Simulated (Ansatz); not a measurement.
A structure relaxed at r2SCAN-D4/def2-SVP in Ansatz, charge 0, doublet:

```xyz
9

Ge   -0.199   -0.155   -2.206
Ge   -0.171    1.538   -0.431
Ge    0.387    0.180    1.545
Ge    0.320   -1.522   -0.213
H    -0.657   -0.120    2.634
H    -1.513   -0.671   -2.861
H    -1.242   -1.679    0.019
H     1.372    1.788   -0.681
H     1.702    0.640    2.194
```

Question: Give its formula.

Answer: Ge₄H₅.

Question: Summarise the bond lengths by kind (pairs closer than 1.2 times the sum of covalent radii, bridged metal pairs left out).

Answer: 4 × Ge–Ge 2.45 to 2.47 Å; 5 × Ge–H 1.54 to 1.59 Å.

Another isomer (doublet) lies 0.41 eV lower at PBE0-D4/def2-TZVP; other spin states weren't run for this one.
